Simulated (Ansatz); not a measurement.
`[OH][Ti]([OH])([OH])[SH]` + H–F → `[OH][Ti]([OH])([OH])[F]` + H₂S  (ligand exchange at a Ti–S bond)

Calculated with Ansatz (gas phase, PBE0-D4/def2-TZVP geometries, no zero-point term in ΔE). CCSD(T)/CBS is the MP2 limit (def2-TZVPP, def2-QZVPP) plus CCSD(T) − MP2 in def2-TZVPP, frozen cores. This one scheme is used for every species. DFT in def2-TZVPP. For Ti outer-core shells are correlated without core-valence functions, which leaves a few kJ/mol of doubt a bond. Scalar relativity is left out up to krypton. Each species was taken in one conformer, which may not be the lowest.

`[OH][Ti]([OH])([OH])[SH]`:

Cartesian coordinates in Å:
```
O 0.791 0.770 1.467
Ti 0.179 -0.162 0.063
O 1.123 -1.658 -0.200
O 0.183 0.862 -1.398
S -1.992 -0.846 0.464
H 1.014 1.698 1.557
H 1.454 -2.073 -0.998
H -0.466 1.107 -2.057
H -2.286 0.302 1.102
```

H–F:

Z-matrix (Å, degrees):
```
F
H 1 0.920
```

`[OH][Ti]([OH])([OH])[F]`:

Cartesian coordinates in Å:
```
O -0.098 -0.523 1.610
Ti -0.280 -0.072 -0.111
O -0.648 1.680 -0.209
O 1.223 -0.417 -1.016
F -1.589 -1.019 -0.829
H -0.381 -1.277 2.128
H -0.321 2.350 -0.810
H 2.095 -0.722 -0.763
```

H₂S:

Cartesian coordinates in Å:
```
S 0.468 0.060 0.401
H -0.258 0.930 -0.316
H -0.211 -0.990 -0.085
```

```
        level  ΔE (kJ/mol)
  LDA (SPW92)        -73.7
       PBE-D4        -73.6
       B2PLYP        -78.5
    CAM-B3LYP        -94.2
      LC-ωPBE        -91.9
  HF/def2-SVP       -104.9
 MP2/def2-SVP        -91.0
HF/def2-TZVPP        -98.3
```

What does CCSD(T)/CBS give? (An estimate is asked.)

Ansatz gave: -66.9 kJ/mol. The listed levels differ from it by -6.8, -6.7, -11.6, -27.3, -25.0, -38.0, -24.1, -31.4 kJ/mol.

Largest T1 diagnostic among the species: 0.025, so the coupled-cluster value is less sure than usual.

At CCSD(T), def2-SVP lies −27.5 kJ/mol from the extrapolated value and def2-TZVPP −5.7 kJ/mol. In def2-TZVPP, CCSD(T) changes the Hartree–Fock value by +25.6 kJ/mol (the triples alone add +8.3 kJ/mol) and MP2 by +34.8 kJ/mol. From r2SCAN to r2SCAN0 (25 % exact exchange), in def2-TZVPP and without D4, ΔE moves by +3.0 kJ/mol.
